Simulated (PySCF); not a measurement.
C$_{3}$H$_{10}$GaNO$_{2}$ (SMILES CC[O][Ga]([NH2])[O]C), singlet, geometry from GFN2-xTB (such geometries of metal compounds can be far from the true shape); SA2-CASSCF(2,2)/STO-3G in PySCF.

Input for PySCF:
```python
from pyscf import gto, scf, mcscf
import numpy

mol = gto.Mole()
mol.atom = '''
    Ga    0.259531    0.210588    0.616061
    O    -0.062836    1.755704   -0.170504
    C    -0.367282    2.237716   -1.459472
    H    -1.369487    2.676169   -1.451572
    H     0.359819    3.011264   -1.723253
    H    -0.332563    1.454038   -2.224215
    O     0.415335   -1.407139   -0.067093
    C     0.037785   -2.042593   -1.266016
    C    -1.422755   -1.796789   -1.622101
    H     0.682753   -1.714519   -2.091671
    H     0.205975   -3.115790   -1.105045
    H    -1.591616   -0.724491   -1.745856
    H    -1.680916   -2.309886   -2.545818
    H    -2.063055   -2.156383   -0.818626
    N     0.495497    0.334745    2.438450
    H     0.879891    1.232319    2.718297
    H     1.088780   -0.402683    2.807013
'''
mol.basis = 'sto-3g'
mol.charge = 0
mol.spin = 0
mol.verbose = 4
mol.build()

mf = scf.RHF(mol)
mf.kernel()
mc = mcscf.CASSCF(mf, 2, 2)
mc.fix_spin_(ss=0.0)
mc = mc.state_average_([0.5, 0.5])
mc.kernel()
```

What the program printed (banner, timings and long lists left out):

```
PySCF version 2.14.0

[INPUT] verbose = 4
[INPUT] num. atoms = 17
[INPUT] num. electrons = 82
[INPUT] charge = 0
[INPUT] spin (= nelec alpha-beta = 2S) = 0
[INPUT] symmetry False subgroup None
[INPUT] Mole.unit = angstrom
[INPUT] Symbol           X                Y                Z      unit          X                Y                Z       unit  Magmom
[...]
nuclear repulsion = 578.635757970663
number of shells = 36
number of NR pGTOs = 174
number of NR cGTOs = 58
basis = sto-3g
ecp = {}

******** <class 'pyscf.scf.hf.RHF'> ********
method = RHF
initial guess = minao
damping factor = 0
level_shift factor = 0
DIIS = <class 'pyscf.scf.diis.CDIIS'>
diis_start_cycle = 1
diis_space = 8
diis_damp = 0
SCF conv_tol = 1e-09
SCF conv_tol_grad = None
SCF max_cycles = 50
direct_scf = True
direct_scf_tol = 1e-13
Set gradient conv threshold to 3.16228e-05
Initial guess from minao.
init E= -2218.75543981515
[...]
cycle= 1 E= -2220.13704536843  delta_E= -1.38  |g|= 0.77  |ddm|= 4.88
[...]
cycle= 2 E= -2220.38431223531  delta_E= -0.247  |g|= 0.204  |ddm|= 1.45
[...]
cycle= 3 E= -2220.4000798966  delta_E= -0.0158  |g|= 0.0574  |ddm|= 0.362
[...]
cycle= 4 E= -2220.4015435999  delta_E= -0.00146  |g|= 0.0145  |ddm|= 0.101
[...]
cycle= 5 E= -2220.40173633436  delta_E= -0.000193  |g|= 0.00529  |ddm|= 0.0487
[...]
cycle= 6 E= -2220.40177123495  delta_E= -3.49e-05  |g|= 0.00263  |ddm|= 0.0213
[...]
cycle= 7 E= -2220.40178247626  delta_E= -1.12e-05  |g|= 0.000875  |ddm|= 0.0161
[...]
cycle= 8 E= -2220.40178379695  delta_E= -1.32e-06  |g|= 0.000356  |ddm|= 0.00538
[...]
cycle= 9 E= -2220.40178400478  delta_E= -2.08e-07  |g|= 0.000161  |ddm|= 0.00201
[...]
cycle= 10 E= -2220.40178405299  delta_E= -4.82e-08  |g|= 6.89e-05  |ddm|= 0.001
[...]
cycle= 11 E= -2220.40178406164  delta_E= -8.65e-09  |g|= 2.58e-05  |ddm|= 0.000455
[...]
cycle= 12 E= -2220.40178406262  delta_E= -9.84e-10  |g|= 9.14e-06  |ddm|= 0.000152
[...]
Extra cycle  E= -2220.4017840627  delta_E= -7.73e-11  |g|= 5.31e-06  |ddm|= 2.67e-05
converged SCF energy = -2220.4017840627

******** <class 'pyscf.mcscf.addons.StateAverageCASSCF'> ********
CAS (1e+1e, 2o), ncore = 40, nvir = 16
max_cycle_macro = 50
max_cycle_micro = 4
conv_tol = 1e-07
conv_tol_grad = None
orbital rotation max_stepsize = 0.02
orbital rotation threshold for CI restart = 0.01
augmented hessian ah_max_cycle = 30
augmented hessian ah_conv_tol = 1e-12
augmented hessian ah_linear dependence = 1e-14
augmented hessian ah_level shift = 1e-08
augmented hessian ah_start_tol = 2.5
augmented hessian ah_start_cycle = 3
augmented hessian ah_grad_trust_region = 3
kf_trust_region = 3
kf_interval = 4
ci_response_space = 4
ci_grad_trust_region = 3
with_dep4 0
natorb = False
canonicalization = True
sorting_mo_energy = False
ao2mo_level = 2
internal_rotation = False
******** <class 'pyscf.mcscf.addons.StateAverageSpinPenaltyFCISolver'> ********
max. cycles = 50
conv_tol = 1e-08
davidson only = True
linear dependence = 1e-12
level shift = 0.001
max iter space = 12
nroots = 2
pspace_size = 400
spin = None
State-average over 2 states with weights [0.5, 0.5]
CASCI E = -2220.29506351393  S^2 = 0.0000000
Set conv_tol_grad to 0.000316228
macro iter   1 ( 21 JK    4 micro), CASSCF E = -2220.33005464288  dE = -3.49911290e-02  S^2 = 0.0000000
               |grad[o]|=0.115  |ddm|=0.000205  |maxRot[o]|=0.314
macro iter   2 ( 21 JK    4 micro), CASSCF E = -2220.35744916254  dE = -2.73945197e-02  S^2 = 0.0000000
               |grad[o]|=0.0977  |ddm|=3.91e-05  |maxRot[o]|=  0.3
macro iter   3 ( 21 JK    4 micro), CASSCF E = -2220.36198073608  dE = -4.53157354e-03  S^2 = 0.0000000
               |grad[o]|=0.0561  |ddm|=0.000656  |maxRot[o]|=0.158
macro iter   4 ( 21 JK    4 micro), CASSCF E = -2220.36250177370  dE = -5.21037614e-04  S^2 = 0.0000000
               |grad[o]|=0.0258  |ddm|=0.000921  |maxRot[o]|=0.023
macro iter   5 ( 21 JK    4 micro), CASSCF E = -2220.36269608743  dE = -1.94313731e-04  S^2 = 0.0000000
[...]
macro iter  22 ( 11 JK    2 micro), CASSCF E = -2220.36292816025  dE = -3.95971256e-08  S^2 = 0.0000000
               |grad[o]|=0.000825  |ddm|=7.16e-06  |maxRot[o]|=2.4e-05
macro iter  23 ( 21 JK    4 micro), CASSCF E = -2220.36295648945  dE = -2.83292043e-05  S^2 = 0.0000000
               |grad[o]|=0.000815  |ddm|=0.000474  |maxRot[o]|=0.034
macro iter  24 ( 12 JK    3 micro), CASSCF E = -2220.36301359676  dE = -5.71073069e-05  S^2 = 0.0000000
               |grad[o]|=0.000783  |ddm|=0.000571  |maxRot[o]|=0.0691
macro iter  25 ( 11 JK    2 micro), CASSCF E = -2220.36301367584  dE = -7.90814738e-08  S^2 = 0.0000000
               |grad[o]|=0.000734  |ddm|=1.76e-05  |maxRot[o]|=6.09e-05
macro iter  26 ( 21 JK    4 micro), CASSCF E = -2220.36303992671  dE = -2.62508711e-05  S^2 = 0.0000000
               |grad[o]|=0.000717  |ddm|=0.000384  |maxRot[o]|=0.0326
macro iter  27 ( 12 JK    3 micro), CASSCF E = -2220.36309171769  dE = -5.17909843e-05  S^2 = 0.0000000
               |grad[o]|=0.000689  |ddm|=0.000467  |maxRot[o]|=0.0676
macro iter  28 ( 21 JK    4 micro), CASSCF E = -2220.36309188788  dE = -1.70188741e-07  S^2 = 0.0000000
               |grad[o]|=0.000647  |ddm|=0.000347  |maxRot[o]|=0.000219
macro iter  29 ( 21 JK    4 micro), CASSCF E = -2220.36309162690  dE =  2.60979505e-07  S^2 = 0.0000000
               |grad[o]|=0.000615  |ddm|=0.000383  |maxRot[o]|=0.000331
macro iter  30 ( 21 JK    4 micro), CASSCF E = -2220.36311956525  dE = -2.79383498e-05  S^2 = 0.0000000
               |grad[o]|=0.000696  |ddm|=0.000153  |maxRot[o]|=0.0393
macro iter  31 ( 11 JK    2 micro), CASSCF E = -2220.36311964582  dE = -8.05630407e-08  S^2 = 0.0000000
               |grad[o]|=0.000625  |ddm|=2.11e-05  |maxRot[o]|=0.000118
macro iter  32 ( 25 JK    4 micro), CASSCF E = -2220.36313930958  dE = -1.96637620e-05  S^2 = 0.0000000
               |grad[o]|=0.000613  |ddm|=0.000244  |maxRot[o]|=0.0297
macro iter  33 ( 11 JK    2 micro), CASSCF E = -2220.36317558832  dE = -3.62787378e-05  S^2 = 0.0000000
               |grad[o]|=0.00057  |ddm|=0.000274  |maxRot[o]|=0.0616
macro iter  34 ( 11 JK    2 micro), CASSCF E = -2220.36317563913  dE = -5.08093763e-08  S^2 = 0.0000000
               |grad[o]|=0.000486  |ddm|=1.56e-05  |maxRot[o]|=0.000115
macro iter  35 ( 16 JK    3 micro), CASSCF E = -2220.36319763984  dE = -2.20007155e-05  S^2 = 0.0000000
               |grad[o]|=0.000477  |ddm|=0.000181  |maxRot[o]|=0.0447
macro iter  36 ( 21 JK    4 micro), CASSCF E = -2220.36319761005  dE =  2.97955012e-08  S^2 = 0.0000000
               |grad[o]|=0.000418  |ddm|=0.000144  |maxRot[o]|=0.00018
macro iter  37 ( 19 JK    3 micro), CASSCF E = -2220.36321352141  dE = -1.59113661e-05  S^2 = 0.0000000
               |grad[o]|=0.000456  |ddm|=0.000122  |maxRot[o]|=0.0388
macro iter  38 (  9 JK    2 micro), CASSCF E = -2220.36322251558  dE = -8.99417273e-06  S^2 = 0.0000000
               |grad[o]|=0.000376  |ddm|=0.000102  |maxRot[o]|=0.0267
macro iter  39 ( 21 JK    4 micro), CASSCF E = -2220.36322115332  dE =  1.36226618e-06  S^2 = 0.0000000
               |grad[o]|=0.000376  |ddm|=0.000138  |maxRot[o]|=0.00511
macro iter  40 ( 21 JK    4 micro), CASSCF E = -2220.36322933472  dE = -8.18139779e-06  S^2 = 0.0000000
               |grad[o]|=0.000316  |ddm|=6.58e-06  |maxRot[o]|=0.0288
macro iter  41 ( 21 JK    4 micro), CASSCF E = -2220.36322934812  dE = -1.34077709e-08  S^2 = 0.0000000
               |grad[o]|=0.000311  |ddm|=5.11e-05  |maxRot[o]|=0.00055
1-step CASSCF converged in  41 macro (768 JK 146 micro) steps
CASSCF canonicalization
Density matrix diagonal elements [1.49990394 0.50009606]
CASSCF energy = -2220.36322934812
CASCI E = -2220.36322934812  E(CI) = -1.63490263762014  S^2 = 0.0000000
CASCI state-averaged energy = -2220.36322934812
CASCI energy for each state
  State 0 weight 0.5  E = -2220.37254633025 S^2 = 0.0000000
  State 1 weight 0.5  E = -2220.353912366 S^2 = 0.0000000
```
